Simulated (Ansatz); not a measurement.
The first iterations of a band of BH5N2O + ClH (11 atoms, charge 0, multiplicity 1).

Theory: RHF/def2-mTZVP (Ansatz 0.2.0).

```json
{
  "movable images": "7",
  "climbing image": "yes",
  "spring": "5.0 eV/Å²",
  "optimiser": "quadratic models (default)",
  "start path": "through a guess of the saddle point",
  "force threshold": "0.05 eV/Å",
  "iteration limit": "60",
  "end points": "relaxed"
}
```

First end point:

```xyz
11
Properties=species:S:1:pos:R:3
B -0.293 -0.008 -0.288
O -0.574 0.514 0.964
H -1.427 0.302 1.304
N 1.003 0.222 -0.795
H 1.696 0.714 -0.280
H 1.311 -0.082 -1.689
N -1.272 -0.741 -1.006
H -2.212 -0.852 -0.704
H -1.111 -1.120 -1.910
Cl 1.493 2.314 2.785
H 0.626 1.623 2.125
```

Last end point:

```xyz
11
Properties=species:S:1:pos:R:3
B 0.328 0.767 -0.944
O -1.110 -0.451 2.494
H -1.031 0.072 1.707
N 1.514 0.033 -0.893
H 1.558 -0.911 -0.584
H 2.400 0.437 -1.087
N -0.942 0.250 -0.612
H -1.101 -0.731 -0.540
H -1.769 0.758 -0.832
Cl 0.423 2.509 -1.423
H -1.031 0.152 3.217
```

| iteration | highest image above the first end (eV) | largest band force component (eV/Å) |
| --- | --- | --- |
| 1 | 22.615 | 138.637 |
| 2 | 3.695 | 15.696 |
| 3 | 2.689 | 11.626 |
| 4 | 2.219 | 4.764 |
| 5 | 1.672 | 2.980 |
| 6 | 1.363 | 2.928 |
| 7 | 1.295 | 4.951 |
| 8 | 1.242 | 1.394 |
| 9 | 1.237 | 0.662 |
| 10 | 1.193 | 0.961 |
| 11 | 1.165 | 0.983 |
| 12 | 1.143 | 0.511 |

Question: Does the band converge within its limit, and where does its top end?

Answer: It converged. It ended after 37 iterations with the highest image 1.314 eV above the first end. The profile has 2 maxima (images 1, 5) with wells between them (image 3): this band takes more than one step, which may be the mechanism or a detour left from its start path. Neighbouring images differ by up to 1.2 eV, so the band resolves the path poorly. A vibrational analysis at the climbing image gives one clearly imaginary mode, 268i cm⁻¹: a first-order saddle point. The orbitals stay closed-shell, which can raise the energy where a bond breaks towards radicals; this wasn't checked here.

Run time: 8.2 min on 2 threads of Arm Neoverse V1, with other jobs on the host, peak memory 0.27 GiB.
